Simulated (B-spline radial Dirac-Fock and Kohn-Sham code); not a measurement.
# X-ray scattering factor of Tm³³⁺

System: thulium as Tm³³⁺, [Ar] 3d10 4s2 4p6.

These are calculated numbers from a radial atomic solver; the model is relativistic Hartree-Fock (Dirac-Fock) wave functions, averaged over the configuration. f₀ is the Fourier transform of the spherical electron density, S the Waller-Hartree incoherent function, and s = sin θ/λ.

```csv
s (Å⁻¹),f₀,S
0,36.000,0.000
0.05,35.948,0.052
0.1,35.792,0.207
0.15,35.534,0.459
0.2,35.180,0.801
0.25,34.734,1.225
0.3,34.204,1.718
0.35,33.597,2.268
0.4,32.923,2.864
0.45,32.191,3.493
0.5,31.411,4.145
0.6,29.747,5.481
0.7,28.009,6.818
0.8,26.267,8.120
0.9,24.575,9.373
1,22.974,10.569
1.1,21.490,11.703
1.2,20.133,12.771
1.4,17.787,14.697
1.6,15.851,16.355
1.8,14.204,17.798
2,12.748,19.092
2.5,9.693,21.933
3,7.473,24.305
3.5,6.081,26.239
4,5.270,27.801
5,4.337,30.087
6,3.551,31.630
```

f₀ starts at the number of electrons, 36, and has fallen to half at s ≈ 1.38 Å⁻¹. The sum of ⟨r²⟩ over the electrons is 2.844 bohr².
